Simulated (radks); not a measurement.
Values are calculated unless marked as measured or tabulated.
Question: The molybdenum ion Mo19+, [Ar] 3d5. Code: a radial shooting solver on a logarithmic mesh with Libxc functionals. Model: non-relativistic Kohn-Sham, PBE, spin-polarised, spherical densities, point nucleus. Every spin shell is full or empty, so the densities are truly spherical. Functionals are evaluated on that one density, not self-consistently. Rank these orbital-free kinetic functionals by their error against the exact value of the orbitals, and give that value: Thomas-Fermi, von Weizsacker, TF + vW, TF + vW/9, TF + vW/5, LC94, APBEK, revAPBEK, Perdew 92, Thakkar, Pearson, LKT.

Answer: Exact: 3788.52 hartree. From best to worst, with 100 (|E| - |E exact|)/|E exact| (equal figures are ties): LC94 -0.02, APBEK +0.05, revAPBEK +0.27, Thakkar -0.54, Perdew 92 -0.74, TF + vW/9 -0.75, Pearson -1.18, TF + vW/5 +3.42, Thomas-Fermi -5.96, LKT +22.20, TF + vW +40.90, von Weizsacker -53.15.
